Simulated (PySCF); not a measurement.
MoH₅, SMILES [MoH5] (connectivity only; charge and spin as stated), neutral, multiplicity 2. Geometry optimised at PBE0-D3(BJ)/def2-TZVPD. The multiplicity is an assumed one; other spin states were not compared. The def2 effective core potentials stand for the cores of Mo; spin–orbit coupling is left out.

Computed with PBE0-D3(BJ)/def2-TZVPD in PySCF 2.14.0.

Harmonic wavenumbers (cm⁻¹): 410, 505, 813, 829, 836, 907, 922, 1911, 1950, 1963, 2048, 2051. Rotational constants (GHz): 59.24, 58.15, 47.08; symmetry number 1.

Work out the zero-point energy and the ideal-gas rigid-rotor harmonic-oscillator thermochemistry at 298.15 K and 1 atm.

ZPE = ½ Σ hcν = ½ × 15145 cm⁻¹ = 90.58 kJ/mol. H − E(el) = 102.70 kJ/mol. Entropy in J/(mol K): translation 166.30, rotation 76.29, vibration 10.07, spin 5.76, total 258.42. G − E(el) = 25.66 kJ/mol. Cp = 56.44 J/(mol K).
